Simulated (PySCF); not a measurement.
Correlation energy of Si (silicon, neutral)

[Ne] 3s1 3p2 3d1, one real determinant (an excited configuration). Calculation: PySCF 2.14, in dyall-acv3z; the spin-free X2C one-electron Hamiltonian (Gaussian nucleus). Frozen: 1s2; 12 electrons correlated; the 18 highest virtual orbitals of each spin left out.

MP2 pair energies summed by pair of shells (mhartree):

```csv
pair,energy,share (%)
2p-2p,-190.20,61.7
2s-2p,-62.34,20.2
2p-3p,-13.40,4.3
2s-2s,-10.00,3.2
2p-3s,-8.84,2.9
3p-3d,-7.00,2.3
3p-3p,-6.13,2.0
3s-3p,-3.96,1.3
2s-3p,-2.14,0.7
3s-3d,-1.95,0.6
2s-3s,-1.30,0.4
2p-3d,-0.87,0.3
2s-3d,-0.09,0.0
```

Total MP2 correlation energy: -308.21 mhartree.

Same-spin part -96.38 and opposite-spin part -211.82 mhartree; SCS-MP2 scales them by 1/3 and 6/5 to -286.32 mhartree.

The reference is one real determinant that mixes LS terms of this configuration.
